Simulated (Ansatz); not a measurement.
The first iterations of a band of F2GeH2 + H (6 atoms, charge 0, multiplicity 2).

The calculation used UHF/def2-SVP (Ansatz 0.2.0).

```json
{
  "movable images": "5",
  "climbing image": "yes",
  "spring": "5.0 eV/Å²",
  "optimiser": "quadratic models (default)",
  "start path": "straight line",
  "force threshold": "0.03 eV/Å",
  "iteration limit": "60",
  "end points": "relaxed"
}
```

Image 0:

```xyz
6
Properties=species:S:1:pos:R:3
Ge -0.040 0.070 -0.321
H -0.018 0.032 1.194
F 1.575 -0.012 -0.884
H -0.719 1.246 -0.992
F -0.776 -1.369 -0.885
H 0.042 -0.073 4.813
```

Image 6:

```xyz
6
Properties=species:S:1:pos:R:3
Ge -0.075 0.129 -0.753
H 0.298 -0.513 3.632
F 1.472 0.154 -1.500
H -0.817 1.415 -1.154
F -0.869 -1.198 -1.499
H 0.055 -0.094 4.201
```

| iteration | highest image above the first end (eV) | largest band force component (eV/Å) |
| --- | --- | --- |
| 1 | 2.976 | 3.987 |
| 2 | 2.829 | 4.058 |
| 3 | 2.556 | 2.916 |
| 4 | 2.482 | 5.335 |
| 5 | 2.222 | 4.338 |
| 6 | 1.604 | 4.177 |
| 7 | 1.239 | 2.004 |

Does the band converge within its limit, and where does its top end?

It converged. It ended after 21 iterations with the highest image 0.622 eV above the first end. Another band between the same ends (5 images) ends at a top of the same energy, where a vibrational analysis finds 1 clearly imaginary mode.

The run took 73 s on 2 threads of Arm Neoverse V2, on a shared host, peak memory 0.21 GiB.
